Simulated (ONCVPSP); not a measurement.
# PBE ONCV dataset for chromium (Cr), scalar-relativistic all-electron reference.

ONCVPSP 4.0.1 input, shortened (lines: element, Z, core and valence counts, functional; n l f; lmax; l rc ep ncon nbas qcut; lloc lpopt rc5 dvloc0; l nproj debl; icmod fcfact rcfact), PBE, scalar-relativistic:

```
  Cr 24.00    4    3        4      upf
    1    0    2.00
    2    0    2.00
    2    1    6.00
    3    0    2.00
    3    1    6.00
    3    2    5.00
    4    0    0.50
    2
    0    2.75    0.00    4    8    1.90
    1    0.85    0.00    4    8    9.20
    2    1.90    0.00    3    8    9.50
    4    3    0.55    3.00
    0    3    3.10
    1    2    0.70
    2    2    1.60
    2    0.25    0.70
```

In the p channel the program set the typed energies aside and used -1.792, 0.250 Ha.

Poles of the logarithmic derivatives, all-electron (AE) and pseudo (PS). s: poles at -2.8, 0.6, 4.3 (AE) and 0.6, 4.2 (PS) Ha. p: poles at no energy (AE) and no energy (PS) Ha. d: poles at 0.1, 4.5 (AE) and 0.1, 4.3 (PS) Ha. Test radii: s 2.78, p 0.86, d 1.93 bohr.

* Cutoffs needed: 47 Ha and 237 Ha (the cutoffs (Ha) at which the residual kinetic energy of the hardest occupied pseudo-wave falls to 1 and 0.1 mHa per electron)
* Ghost test: ghosts flagged at negative energy: s at -88.7 eV; no localised positive-energy state flagged; a true bound ghost makes a file unfit for plane-wave use
* Largest excitation error: +8.1 meV (all-electron minus pseudo) for 3p6 3d4 4s0, out of 4 test configurations
* rms error of d²Exc/dni dnj: 3.41 mHa without and 0.59 mHa with the model core
